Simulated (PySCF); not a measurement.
ZnCl, SMILES [Cl][Zn+], charge +1. Geometry: PBE0-D3(BJ)/def2-TZVP. The multiplicity is an assumed one; other spin states were not compared.

Q: Give the equilibrium geometry at PBE0-D3(BJ)/def2-TZVP (PySCF confirms it by a frequency run) as Cartesian coordinates in Å, and its point group. (The exact figures need the calculation; the answer reports its results.)

A: point group C∞v.
```xyz
2

Zn     0.0000     0.0000    -0.7430
Cl     0.0000     0.0000     1.3112
```
Charge +1, spin multiplicity 1.
